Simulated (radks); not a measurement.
Values are calculated unless marked as measured or tabulated.
Initial-state core-level shifts of neutral iron when its valence configuration changes from [Ar] 3d6 4s2. Code: a radial shooting solver on a logarithmic mesh with Libxc functionals. Model: non-relativistic Kohn-Sham, PBE, spin-polarised, spherical densities, point nucleus; open shells are filled with parallel spins first. Shifts are changes of the shell-averaged eigenvalues in eV (positive: less bound); the change of the density at the nucleus, which sets a Mossbauer isomer shift, is in e/bohr^3, on a base of 1.192e+04.

valence,1s,2s,2p,3p,density at nucleus
3d7 4s1,+4.454,+4.970,+4.919,+4.406,-5.500
3d7 4p1,+2.865,+3.520,+3.458,+2.793,-9.560
3d6 4s1 4p1,-1.306,-1.279,-1.279,-1.283,-3.614
3d8,+6.716,+7.604,+7.515,+6.769,-9.803
3d5.5 4s2 4p0.5,-3.589,-3.925,-3.893,-3.426,+1.819
3d7 4s0.5 4p0.5,+3.628,+4.215,+4.158,+3.568,-7.461
3d6 4p2,-2.772,-2.654,-2.658,-2.755,-8.692
3d6 4s1.5 4p0.5,-0.740,-0.722,-0.722,-0.726,-1.715
3d5 4s0.5 4p2.5,-9.083,-9.825,-9.749,-8.596,-3.967
